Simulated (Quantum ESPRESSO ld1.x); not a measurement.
Problem. The mean radii <r> (bohr) of the occupied orbitals of an atom or ion are listed with their occupations. All-electron calculation, scalar-relativistic Kohn-Sham, LDA (Slater exchange, Perdew-Zunger correlation), spin-polarised, spherical densities, point nucleus. Program: ld1.x of Quantum ESPRESSO 7.5.

orbital  occ.      <r>
1s up       1  0.02967
1s down     1  0.02964
2s up       1   0.1233
2s down     1   0.1237
2p up       3   0.1065

Name the element and its charge. Open shells, if any, are filled with parallel spins first.

Solution. Z = 49, indium, charge +42: In42+ in [He] 2s2 2p3. The 1s radius gives Z: for a bare nucleus <r> = (2 gamma + 1)/(2Z) with gamma = sqrt(1 - (Z/c)^2), 0.02926 bohr for Z = 49, and screening makes it slightly larger (0.02967 here). The occupations add up to 7, and the charge is Z minus that.
